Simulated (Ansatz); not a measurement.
System: H2GeOF, charge 0, doublet. H2GeOF (SMILES [OH][GeH][F], doublet).
B3LYP-D3(BJ)/def2-TZVP minimum from Ansatz (a program for electronic structure):
```
Ge
F 1 1.7631
O 1 1.7845 2 105.50
H 3 0.9646 1 113.73 2 -41.15
H 1 1.5676 2 106.89 3 111.47
```
Charge 0, spin multiplicity 2.

Total energies in aug-cc-pVDZ, 19 correlated electrons, 16 frozen orbitals. Open shells are spin-unrestricted; no spin-orbit coupling. Cores are frozen in correlated methods (noble-gas shells, and filled d and f shells in the p block). No relativity.

| method | program | energy (Eh) | minus CCSDT(Q) (mEh) |
|---|---|---|---|
| HF | Ansatz | -2250.85717 | 528.91 |
| MP2 | Ansatz | -2251.35594 | 30.14 |
| CCSD | Ansatz | -2251.36958 | 16.50 |
| CCSD(T) | Ansatz | -2251.38396 | 2.12 |
| CCSDT(Q) | Ansatz | -2251.38609 | 0.00 |

Rough core times of Ansatz's runs on a shared machine: CCSD(T) 30 s, CCSDT(Q) 2 h.
